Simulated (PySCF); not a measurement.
# Stretching InGa⁺

Set-up: In cc-pVDZ-PP with ECP28, Ga cc-pVDZ-PP with ECP10; scalar-relativistic core potentials (PySCF 2.14). Energies in eV from In⁺ + Ga in their ground configurations at the same level. State: ²Σ⁺ (doublet), unpaired electrons σ ↑.

All columns are M06. A positive dipole points towards Ga; it is taken about the centre of mass and depends on that origin.

```json
{"R (Å)": "2.954", "E (eV)": "-1.190", "μ (D)": "1.35", "Mulliken charge on In (basis-dependent)": "0.55", "HOMO (eV)": "-9.08", "LUMO (eV)": "-7.56", "Mayer bond order": "0.59", "⟨S²⟩": "0.75"}
{"R (Å)": "3.091", "E (eV)": "-1.303", "μ (D)": "1.41", "Mulliken charge on In (basis-dependent)": "0.54", "HOMO (eV)": "-9.00", "LUMO (eV)": "-7.38", "Mayer bond order": "0.57", "⟨S²⟩": "0.75"}
{"R (Å)": "3.229", "E (eV)": "-1.367", "μ (D)": "1.47", "Mulliken charge on In (basis-dependent)": "0.53", "HOMO (eV)": "-8.91", "LUMO (eV)": "-7.33", "Mayer bond order": "0.55", "⟨S²⟩": "0.75"}
{"R (Å)": "3.332", "E (eV)": "-1.391", "μ (D)": "1.52", "Mulliken charge on In (basis-dependent)": "0.53", "HOMO (eV)": "-8.84", "LUMO (eV)": "-7.29", "Mayer bond order": "0.54", "⟨S²⟩": "0.75"}
{"R (Å)": "3.435", "E (eV)": "-1.401", "μ (D)": "1.56", "Mulliken charge on In (basis-dependent)": "0.53", "HOMO (eV)": "-8.76", "LUMO (eV)": "-7.25", "Mayer bond order": "0.53", "⟨S²⟩": "0.75"}
{"R (Å)": "3.538", "E (eV)": "-1.398", "μ (D)": "1.60", "Mulliken charge on In (basis-dependent)": "0.53", "HOMO (eV)": "-8.69", "LUMO (eV)": "-7.21", "Mayer bond order": "0.52", "⟨S²⟩": "0.75"}
{"R (Å)": "3.675", "E (eV)": "-1.382", "μ (D)": "1.66", "Mulliken charge on In (basis-dependent)": "0.53", "HOMO (eV)": "-8.59", "LUMO (eV)": "-7.16", "Mayer bond order": "0.52", "⟨S²⟩": "0.75"}
{"R (Å)": "3.847", "E (eV)": "-1.346", "μ (D)": "1.72", "Mulliken charge on In (basis-dependent)": "0.53", "HOMO (eV)": "-8.46", "LUMO (eV)": "-7.08", "Mayer bond order": "0.51", "⟨S²⟩": "0.75"}
{"R (Å)": "4.053", "E (eV)": "-1.291", "μ (D)": "1.81", "Mulliken charge on In (basis-dependent)": "0.53", "HOMO (eV)": "-8.31", "LUMO (eV)": "-6.97", "Mayer bond order": "0.50", "⟨S²⟩": "0.75"}
{"R (Å)": "4.328", "E (eV)": "-1.211", "μ (D)": "1.92", "Mulliken charge on In (basis-dependent)": "0.53", "HOMO (eV)": "-8.10", "LUMO (eV)": "-6.83", "Mayer bond order": "0.49", "⟨S²⟩": "0.75"}
```

A fit through these points gives, at Re = 3.463 Å, μ = 1.57 D and dμ/dR = 0.410 D/Å; the reduced mass is 43.08 u.

Q: How strong is the fundamental in the double-harmonic approximation, I = 42.26·(dμ/dR)²/μred km/mol?

A: I = 42.26·(0.410)²/43.08 = 0.165 km/mol at M06.

These are scalar-relativistic numbers at best; spin–orbit coupling would shift them, the dissociation energy most. For an ion De counts to the pair picked by the measured ionisation energies or electron affinities, which need not be the lowest pair at this level. The state is the lowest determinant that a PBE0 search found; another state may lie lower at other levels.
